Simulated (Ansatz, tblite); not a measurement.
Cost and result up the ladder for the cluster ZnO2⁻ (3 atoms). Charge -1, multiplicity 2. Geometry: PBE0-D4/def2-TZVPD.

Cartesian coordinates in Å:
```
Zn 0.000 0.000 0.000
O -1.453 0.465 -0.836
O 1.453 -0.465 0.836
```

Ansatz on 4 threads of Arm Neoverse V2 on a shared host; xTB runs through tblite on one thread. Times are rough, summed over both states, and most runs start from the orbitals of an earlier one. RPA@PBE/def2-TZVPD serves as the yardstick here, not as an exact answer. The other state is a quartet at its own geometry.

The xTB rows come from tblite. Correlated methods freeze 11 core orbitals. The structure comes from a short search, and lower isomers may exist.

Run but left out: HF/STO-3G, HF/def2-TZVPD, HF/def2-TZVPPD, MP2/def2-TZVPD, MP2/def2-TZVPPD, CCSD/def2-TZVPPD, CCSD(T)/def2-TZVPPD (doublet: ⟨S²⟩ 1.35 to 2.84, where a pure state has 0.75); LDA (SPW92)/def2-TZVPD (doublet: an occupied level 0.01 eV above an empty one).

Correlated methods converge slowly with the basis.

xTB has no spin-polarisation term.

```csv
level,functions,wall time
GFN1-xTB,12,0.002 s
GFN2-xTB,12,0.002 s
RPA@PBE/def2-TZVPD,131,8.1 s
PBE-D4/def2-TZVPD,131,9.2 s
revPBE-D4/def2-TZVPD,131,9.4 s
PBE0-D4/def2-TZVPD (with forces),131,11 s
BLYP-D4/def2-TZVPD,131,12 s
r2SCAN-D4/def2-TZVPD,131,22 s
r2SCAN0-D4/def2-TZVPD,131,24 s
```

**Question.** Estimate what each level gives for the quartet − doublet (eV).

**Answer.** 
```tsv
level	quartet − doublet (eV)	difference from RPA@PBE/def2-TZVPD (eV)	remarks
GFN1-xTB	4.17	1.72	–
GFN2-xTB	3.70	1.25	–
RPA@PBE/def2-TZVPD	2.45	0.00	–
PBE-D4/def2-TZVPD	2.70	0.25	HOMO above zero (doublet), HOMO above zero (quartet)
revPBE-D4/def2-TZVPD	2.55	0.10	HOMO above zero (doublet), HOMO above zero (quartet)
PBE0-D4/def2-TZVPD (with forces)	1.92	-0.53	HOMO above zero (quartet)
BLYP-D4/def2-TZVPD	2.63	0.18	HOMO above zero (doublet), HOMO above zero (quartet)
r2SCAN-D4/def2-TZVPD	2.24	-0.21	HOMO above zero (quartet)
r2SCAN0-D4/def2-TZVPD	1.55	-0.91	spin-contaminated (⟨S²⟩ 0.84) (doublet)
```
